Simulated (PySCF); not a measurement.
29Si chemical shifts

PySCF 2.14.0 with density-fitted response routines calculation with GFN2-xTB structure and shieldings: GIAO PBE0/pcSseg-1; isolated molecule, fast rotation and ring inversion assumed for equivalent nuclei, non-relativistic Hamiltonian, single conformer.

Shieldings were converted by a linear fit to measured shifts: 29Si (scatter 8.9 ppm rms, 25.8 ppm with the 6 outliers that the fit left out vs TMS, solution or neat liquid). Occasional misses reach two or three times the rms, and more in compound classes unlike the fitted ones.

Give the 29Si shifts of `N#CC[Si@@H]([SiH3])C[SiH3]`, `CO[SiH2]NC(C)(C)C`, `NCC(F)(F)[SiH2][SiH2]N`, `FCC/C(=C/[SiH3])[SiH2]P`, `CN(C)[Si@H]1[SiH2][C@H](C)[SiH2]1`.

Results:


| compound | environment | δ (ppm) |
| --- | --- | --- |
| [N:1]#[C:2][CH2:3][Si@@H:4]([SiH3:5])[CH2:6][SiH3:7] | Si4: silicon bonded to 2 C, Si, H | -35.6 |
| [N:1]#[C:2][CH2:3][Si@@H:4]([SiH3:5])[CH2:6][SiH3:7] | Si7: silicon bonded to C, 3 H | -71.1 |
| [N:1]#[C:2][CH2:3][Si@@H:4]([SiH3:5])[CH2:6][SiH3:7] | Si5: silicon bonded to Si, 3 H | -107.8 |
| CO[SiH2]NC(C)(C)C | silicon bonded to N, O, 2 H | -34.4 |
| [NH2:1][CH2:2][C:3]([F:4])([F:5])[SiH2:6][SiH2:7][NH2:8] | Si7: silicon bonded to N, Si, 2 H | -48.7 |
| [NH2:1][CH2:2][C:3]([F:4])([F:5])[SiH2:6][SiH2:7][NH2:8] | Si6: silicon bonded to C, Si, 2 H | -70.7 |
| [F:1][CH2:2][CH2:3]/[C:4](=[CH:5]/[SiH3:6])[SiH2:7][PH2:8] | Si7: silicon bonded to C, P, 2 H | -58.0 |
| [F:1][CH2:2][CH2:3]/[C:4](=[CH:5]/[SiH3:6])[SiH2:7][PH2:8] | Si6: silicon bonded to C, 3 H | -77.1 |
| [CH3:1][N:2]([CH3:3])[Si@H:4]1[SiH2:5][C@H:6]([CH3:7])[SiH2:8]1 | Si4: silicon bonded to N, 2 Si, H, in a 4-membered ring | -5.5 |
| [CH3:1][N:2]([CH3:3])[Si@H:4]1[SiH2:5][C@H:6]([CH3:7])[SiH2:8]1 | Si5/8: silicon bonded to C, Si, 2 H, in a 4-membered ring (×2) | -44.5 |
